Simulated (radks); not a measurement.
Results of a calculation; reference values are marked as such.
Problem. Species: the praseodymium ion Pr30+. Configuration: [Ar] 3d10 4s1 (the NIST ground configuration). Level of theory: scalar-relativistic Kohn-Sham, PBEsol, spin-polarised, spherical densities, point nucleus; open shells are filled with parallel spins first (spin-orbit coupling, left out, can overturn this in heavy ions) (a radial shooting solver on a logarithmic mesh with Libxc functionals). Some entries of the table are withheld. Estimate them.

orbital,occ.,eigenvalue (eV),<r> (bohr)
1s up,1,-42898.08,0.02410
1s down,1,-42897.31,0.02410
2s up,1,-7795.541,0.1029
2s down,1,-7795.023,0.1029
2p up,3,-7093.269,0.09033
2p down,3,-7092.752,0.09033
3s up,1,-2458.639,0.2680
3s down,1,-2457.616,0.2678
3p up,3,(1),0.2649
3p down,3,(2),0.2647
3d up,5,-1929.686,0.2402
3d down,5,-1928.751,0.2401
4s up,1,-1156.154,0.5452
4s down,0,-1149.838,0.5446
4p up,0,(3),0.5568
4p down,0,(4),0.5561
5s up,0,-673.9643,(5)

Solution. 
(1) 3p up eigenvalue (eV): -2235.544
(2) 3p down eigenvalue (eV): -2234.486
(3) 4p up eigenvalue (eV): -1072.334
(4) 4p down eigenvalue (eV): -1065.984
(5) 5s up <r> (bohr): 0.9205
